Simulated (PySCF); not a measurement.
AlBrF₂. Atoms are numbered in the order given.

```xyz
4

Al     0.0000     0.0000    -0.9493
F      0.0000    -1.4181    -1.7932
F      0.0000     1.4181    -1.7932
Br     0.0000     0.0000     1.2748
```
Charge 0, spin multiplicity 1.

The structure is a stationary point at B3LYP-D3(BJ)/def2-SVP.

Level of theory: ωB97X/def2-TZVPD (PySCF).

The molecule is in vacuum.

total energy: -3016.57825 hartree
point group: C2v
highest occupied level: -11.66 eV
lowest empty level: 0.15 eV
orbital gap: 11.81 eV
dipole moment: 0.76 D
quadrupole, principal values (traceless, Buckingham form, about the centre of nuclear charge): -5.59, -3.01, 8.60 D·Å
mean static polarisability: 42.2 bohr³ (6.26 Å³)
polarisability, principal values: 37.2, 39.4, 50.1 bohr³
